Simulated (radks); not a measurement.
Xe34+, configuration [Ar] 3d2.

Method: scalar-relativistic Kohn-Sham, SCAN, spin-polarised, spherical densities, finite nucleus; open shells are filled with parallel spins first (spin-orbit coupling, left out, can overturn this in heavy ions); meta-GGA in the generalised Kohn-Sham scheme; Fermi nuclear charge, rms radius 4.7859 fm; computed with a radial shooting solver on a logarithmic mesh with Libxc functionals.

Energy parts (hartree):
total: -6589.97639
kinetic: 6971.41258
electron-nucleus: -14586.11581
Hartree: 1153.33740
exchange-correlation: -128.61056

Orbitals (lengths in bohr, moments of r in powers of bohr; r(90%) holds 90 % of the orbital's charge):
orbital  occ.  eigenvalue (hartree)  <1/r>  r(90%)      <r^2>
1s up       1             -1329.057  58.10  0.0480  0.0009640
1s down     1             -1329.049  58.10  0.0480  0.0009640
2s up       1             -260.0012  13.45   0.175    0.01522
2s down     1             -259.6011  13.47   0.175    0.01518
2p up       3             -239.9565  12.81   0.161    0.01204
2p down     3             -239.6583  12.82   0.161    0.01201
3s up       1             -93.90650  5.242   0.413    0.09183
3s down     1             -93.50698  5.221   0.414    0.09223
3p up       3             -87.46065  5.019   0.411    0.08885
3p down     3             -87.03534  4.998   0.413    0.08931
3d up       2             -79.27475  4.795   0.379    0.07087

The highest occupied level is 3d up at -2157.2 eV. Spin moment in Bohr magnetons: 2. The density falls to 0.001 e/bohr^3 at r = 0.84 bohr. The spin density at the nucleus is -9.19 e/bohr^3 (1s -1.90, 2s -38.59, 3s 31.30). The electron density at the nucleus is 2.806e+05 e/bohr^3 (large components only). For comparison, the ionisation energy in NIST's Atomic Spectra Database is 2209 eV (theoretical). In exact Kohn-Sham theory the highest level is minus the ionisation energy, but local and semilocal functionals leave it too shallow, through self-interaction and a potential that decays too fast; potentials with the right tail come closer. Summed over all electrons, <r^2> = 0.9647 bohr^2, which gives a Langevin (diamagnetic) susceptibility term of -0.764 x 10^-6 cm^3/mol.

Empty levels of this run are not shown, since the potential may be unsettled where no density lies.
